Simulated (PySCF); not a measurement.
**Working out the ionisation energy of Se⁺**

Se⁺ [Ar] 3d10 4s2 4p3 (4S) → Se²⁺ [Ar] 3d10 4s2 4p2 (3P). All numbers are calculated (PySCF 2.14, scalar relativity by spin-free X2C-1e, in x2c-TZVPPall (6s5p4d1f, 48 functions)). Frozen: [Ar] 3d10. Energies in hartree (1 hartree = 27.21139 eV):

```tsv
part	Se⁺ (lower)	Se²⁺ (upper)
UHF	-2427.752446	-2426.986238
CCSD correlation	-0.089656	-0.072432
(T)	-0.002538	-0.001491
```

Problem. What does Hartree-Fock give?

Solution. (-2426.986238) − (-2427.752446) = 0.766208 hartree = 20.850 eV.

Problem. What do CCSD and CCSD(T) give?

Solution. The CCSD correlation energies differ by 0.017224 hartree = 0.469 eV and the triples by 0.001047 hartree = 0.028 eV, so CCSD gives 21.319 eV and CCSD(T) 21.347 eV.

A first-order spin-orbit estimate adds -0.296 eV to CCSD(T) (valence), giving 21.051 eV against 21.196 ± 0.01 eV (measured; NIST Atomic Spectra Database, ionization energies).

What remains against the reference includes basis incompleteness, the frozen core and higher excitations.
